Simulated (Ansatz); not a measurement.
`F/C=N/P` + H₂Te → `P[TeH]` + `N=CF` at 700 K and 1 bar (ligand exchange at a P–N bond).

Isolated molecules relaxed with PBE0-D4/def2-TZVP in Ansatz; ΔE leaves out vibrations. CCSD(T)/CBS adds triple-zeta CCSD(T) − MP2 to the extrapolated MP2 energy (def2 sets, frozen cores). This one scheme is used for every species. Elements past krypton have def2 core potentials. For Te outer-core shells are correlated without core-valence functions, which leaves a few kJ/mol of doubt a bond. Each species was taken in one conformer, which may not be the lowest.

| species | CCSD(T)/CBS energy (Eh) | H − E (kJ/mol) | S (J/(mol·K)) |
| --- | --- | --- | --- |
| `F/C=N/P` | -535.25055 | 162.0 | 378.6 |
| H₂Te | -268.91024 | 57.2 | 261.6 |
| `P[TeH]` | -610.46278 | 106.3 | 350.1 |
| `N=CF` | -193.72220 | 122.2 | 297.1 |

H − E and S are ideal-gas, rigid-rotor, harmonic terms from PBE0-D4/def2-TZVP, for one conformer and one mirror image of each species. 1 Eh = 2625.50 kJ/mol, R = 8.31446 J/(mol·K).

By hand: ΔE, ΔH, ΔS and ΔG.

ΔE = (-610.46278) + (-193.72220) − (-535.25055) − (-268.91024) = -0.02419 Eh = -63.5 kJ/mol. Δ(H − E) = 106.3 + 122.2 − 162.0 − 57.2 = 9.3, so ΔH = -54.2 kJ/mol. ΔS = 350.1 + 297.1 − 378.6 − 261.6 = 7.0 J/(mol·K). ΔG = -54.2 − 700 × (7.0)/1000 = -59.1 kJ/mol.

By hand: the equilibrium constant, and the temperature at which ΔG would vanish if ΔH and ΔS stayed fixed.

log₁₀ K = −ΔG/(RT ln 10) = 4.4. ΔH and −TΔS have one sign here, so there is no such temperature.

The number of gas molecules stays the same, so ΔS is small and ΔH decides. A doubt of 5 kJ/mol in ΔE shifts log₁₀ K by 0.4 here. Other conformers and mirror images would add mixing entropy, several J/(mol·K) or more a flexible species. These are equilibria of isolated gas molecules and say nothing of rates. Largest T1 diagnostic: 0.014 (customary marks: 0.02 for closed shells, 0.045 for open ones).

ΔS is within the doubt of such terms, so its sign, and with it that verdict, could turn.
